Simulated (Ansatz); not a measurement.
`[SH][Mg][Cl]` + HBr → `[Cl][Mg][Br]` + H₂S at 700 K and 1 bar (ligand exchange at a Mg–S bond).

Calculated with Ansatz (gas phase, PBE0-D4/def2-TZVP geometries, no zero-point term in ΔE). CBS: MP2 limit from def2 TZ/QZ plus the TZ coupled-cluster correction, frozen cores. This one scheme is used for every species. For Br, Mg outer-core shells are correlated without core-valence functions, which leaves a few kJ/mol of doubt a bond. Scalar relativity is left out up to krypton. One conformer a species, not always the lowest.

| species | CCSD(T)/CBS energy (Eh) | H − E (kJ/mol) | S (J/(mol·K)) |
| --- | --- | --- | --- |
| `[SH][Mg][Cl]` | -1058.17129 | 70.2 | 363.1 |
| HBr | -2573.91920 | 36.5 | 223.7 |
| `[Cl][Mg][Br]` | -3233.14611 | 44.5 | 340.2 |
| H₂S | -398.97279 | 64.8 | 236.9 |

H − E and S are ideal-gas, rigid-rotor, harmonic terms from PBE0-D4/def2-TZVP, for one conformer and one mirror image of each species. 1 Eh = 2625.50 kJ/mol, R = 8.31446 J/(mol·K).

Task: By hand: ΔE, ΔH, ΔS and ΔG.

Result: ΔE = (-3233.14611) + (-398.97279) − (-1058.17129) − (-2573.91920) = -0.02841 Eh = -74.6 kJ/mol. Δ(H − E) = 44.5 + 64.8 − 70.2 − 36.5 = 2.6, so ΔH = -72.0 kJ/mol. ΔS = 340.2 + 236.9 − 363.1 − 223.7 = -9.7 J/(mol·K). ΔG = -72.0 − 700 × (-9.7)/1000 = -65.2 kJ/mol.

Task: By hand: the equilibrium constant, and the temperature at which ΔG would vanish if ΔH and ΔS stayed fixed.

Result: log₁₀ K = −ΔG/(RT ln 10) = 4.9. ΔG = 0 at ΔH/ΔS = 7423 K, far beyond where these terms or the molecules hold.

The number of gas molecules stays the same, so ΔS is small and ΔH decides. A doubt of 5 kJ/mol in ΔE shifts log₁₀ K by 0.4 here. Other conformers and mirror images would add mixing entropy, several J/(mol·K) or more a flexible species. These are equilibria of isolated gas molecules and say nothing of rates. Largest T1 diagnostic: 0.009 (customary marks: 0.02 for closed shells, 0.045 for open ones).
